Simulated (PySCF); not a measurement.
**`[H]/N=C1/C[C@@H](F)C[C@@H]1C#N`, C6H7FN2**

Geometry:
```
atom   x (Å)   y (Å)   z (Å)
  N1   3.025  -1.333   0.390
  C2   2.013  -0.981  -0.008
  C3   0.743  -0.503  -0.481
  C4  -0.453  -1.240   0.140
  C5  -1.568  -0.195   0.146
  F6  -2.160  -0.155  -1.103
  C7  -0.867   1.132   0.419
  C8   0.527   0.976  -0.121
  N9   1.310   1.939  -0.241
 H10   0.721  -0.582  -1.575
 H11  -0.739  -2.123  -0.430
 H12  -0.228  -1.537   1.166
 H13  -2.374  -0.423   0.850
 H14  -0.819   1.328   1.491
 H15  -1.376   1.970  -0.056
 H16   2.239   1.735  -0.600
```

Computed with PySCF, TDDFT PBE0/def2-SVPD circular dichroism and optical rotation, one conformer, gas phase. Geometry: GFN2-xTB.

The molecule is flexible and this is one conformer; a measurement averages over conformers.

**Question.** What are the CIP labels of the stereocentres?

**Answer.** C3 S, C5 S.

**Question.** List the lowest 8 singlet excitations with oscillator and rotatory strengths.

**Answer.** Rotatory strengths R in 10⁻⁴⁰ esu² cm², velocity form and length form (origin at the centre of mass); f in length form.
| state | E (eV) | λ (nm) | f | R (velocity) | R (length) | main |
| --- | --- | --- | --- | --- | --- | --- |
| 1 | 5.05 | 245 | 0.002 | 0.0 | +0.6 | HOMO→LUMO 0.98 |
| 2 | 7.00 | 177 | 0.004 | -7.0 | -6.2 | HOMO→LUMO+1 0.91 |
| 3 | 7.10 | 175 | 0.007 | +27.6 | +27.4 | HOMO→LUMO+2 0.91 |
| 4 | 7.41 | 167 | 0.027 | +0.2 | -0.1 | HOMO−1→LUMO 0.47, HOMO−2→LUMO 0.41 |
| 5 | 7.55 | 164 | 0.028 | -2.9 | -2.7 | HOMO→LUMO+3 0.77 |
| 6 | 7.66 | 162 | 0.003 | -1.5 | -1.4 | HOMO−3→LUMO 0.87 |
| 7 | 7.72 | 161 | 0.068 | -17.0 | -18.0 | HOMO−2→LUMO 0.36, HOMO−1→LUMO 0.22 |
| 8 | 7.81 | 159 | 0.068 | +16.4 | +16.4 | HOMO→LUMO+4 0.62, HOMO−1→LUMO 0.12 |

For states 1, 4 the two forms differ in sign, so the sign of R isn't settled.

Among the states computed, the strongest CD band (largest |R|) is state 3. The largest dissymmetry factor in size, g = 4R/(D+G), with D and G the electric and magnetic dipole strengths, is +0.046 for state 3 (velocity form, f = 0.006), among bands with |R| over 0.5. The mirror image has the same energies and oscillator strengths and all R with the opposite sign.
